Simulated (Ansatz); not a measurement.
IPb (SMILES [I][Pb+]), charge +1, singlet, at a GFN2-xTB geometry (such geometries of metal compounds can be far from the true shape) (core potentials on I, Pb); HF/def2-TZVP (Ansatz, an electronic-structure program).

Here is a job for Ansatz.
Ansatz 0.2 input:
```yaml
crystal:
  periodic: [false, false, false]
  atoms:
    - {symbol: Pb, position_ang: [-0.00000000, -0.00000000, -1.03909116]}
    - {symbol: I, position_ang: [0.00000000, 0.00000000, 1.60765047]}
basis:
  gaussian:
    orbitals: def2-TZVP
hamiltonian:
  xc: hf
total_charge: 1
```

It wrote (shortened):

```
Functional definition: HF
1052 factors; their error is unknown
mean field evaluation 1: about -13284.2828 eV, gradient 2.5e1 eV
mean field evaluation 2: about -13285.6846 eV, gradient 2.1e1 eV
mean field evaluation 4: about -13286.6530 eV, gradient 8.7e-1 eV
mean field evaluation 8: about -13286.6584 eV, gradient 5.7e-2 eV
mean field evaluation 16: about -13285.6123 eV, gradient 2.4e1 eV
mean field -13287.92213880 eV, -488.3221317238 hartree, gradient 2.1e-5 eV, S^2 0.000000; 0 other end points of the search recorded, 0 dependent functions left out
reference -13287.92213880 eV, -488.3221317238 hartree; 23, 23 occupied and 77, 77 virtual orbitals, 1052 factors
Total energy: -13287.92213880 eV, -488.3221317238 hartree
```
